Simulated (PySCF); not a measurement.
## Effect of structural changes

Computed, not measured: quadratic response CAM-B3LYP/def2-SVPD first hyperpolarisability, Taylor convention, gas phase (PySCF). Geometry: PBE0-D3(BJ)/def2-SVP.

Each molecule in one low-energy conformer.

Q: How does the norm of the vector part βᵢ = ⅓ Σⱼ (βᵢⱼⱼ + βⱼᵢⱼ + βⱼⱼᵢ) of the static first hyperpolarisability change along this series?
- C=Cc1ccc(N(C)C)cc1 (H on C replaced by vinyl)
- CN(C)c1ccc(S)cc1 (H on C replaced by SH)
- CN(C)c1ccc(C#N)cc1 (H on C replaced by CN)

A: 
| molecule | static β vector norm (au) | static β HRS (au) | S1 (eV) |
| --- | --- | --- | --- |
| C=Cc1ccc(N(C)C)cc1 | 1400 | 616 | 4.37 |
| CN(C)c1ccc(S)cc1 | 397 | 175 | 4.32 |
| CN(C)c1ccc(C#N)cc1 | 864 | 412 | 4.66 |

The norm of the vector part βᵢ = ⅓ Σⱼ (βᵢⱼⱼ + βⱼᵢⱼ + βⱼⱼᵢ) of the static first hyperpolarisability is lowest for CN(C)c1ccc(S)cc1 and highest for C=Cc1ccc(N(C)C)cc1.
